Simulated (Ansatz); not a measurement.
`F[C@@H]1O[C@H]1Br` + H₂ → `BrC1CO1` + H–F at 500 K and 1 bar (hydrogenolysis of a C–F bond).

Calculated with Ansatz (gas phase, PBE0-D4/def2-TZVP geometries, no zero-point term in ΔE). CCSD(T)/CBS is the MP2 limit (def2-TZVPP, def2-QZVPP) plus CCSD(T) − MP2 in def2-TZVPP, frozen cores. This one scheme is used for every species. For Br outer-core shells are correlated without core-valence functions, which leaves a few kJ/mol of doubt a bond. Scalar relativity is left out up to krypton.

```tsv
species	CCSD(T)/CBS energy (Eh)	H − E (kJ/mol)	S (J/(mol·K))
`F[C@@H]1O[C@H]1Br`	-2825.53339	138.5	353.1
H₂	-1.17544	41.0	145.5
`BrC1CO1`	-2726.34478	154.8	328.9
H–F	-100.39570	39.4	188.7
```

H − E and S are ideal-gas, rigid-rotor, harmonic terms from PBE0-D4/def2-TZVP, for one conformer and one mirror image of each species. For small species the MP2-based limit differs from directly extrapolated CCSD(T) by up to some mEh (0.8 for H₂); such offsets cancel only in part. 1 Eh = 2625.50 kJ/mol, R = 8.31446 J/(mol·K).

Q: By hand: ΔE, ΔH, ΔS and ΔG.

A: ΔE = (-2726.34478) + (-100.39570) − (-2825.53339) − (-1.17544) = -0.03165 Eh = -83.1 kJ/mol. Δ(H − E) = 154.8 + 39.4 − 138.5 − 41.0 = 14.7, so ΔH = -68.4 kJ/mol. ΔS = 328.9 + 188.7 − 353.1 − 145.5 = 19.0 J/(mol·K). ΔG = -68.4 − 500 × (19.0)/1000 = -77.9 kJ/mol.

Q: By hand: the equilibrium constant, and the temperature at which ΔG would vanish if ΔH and ΔS stayed fixed.

A: log₁₀ K = −ΔG/(RT ln 10) = 8.1. ΔH and −TΔS have one sign here, so there is no such temperature.

ΔH outweighs TΔS. A doubt of 5 kJ/mol in ΔE shifts log₁₀ K by 0.5 here. Other conformers and mirror images would add mixing entropy, several J/(mol·K) or more a flexible species. These are equilibria of isolated gas molecules and say nothing of rates. Largest T1 diagnostic: 0.011 (customary marks: 0.02 for closed shells, 0.045 for open ones).
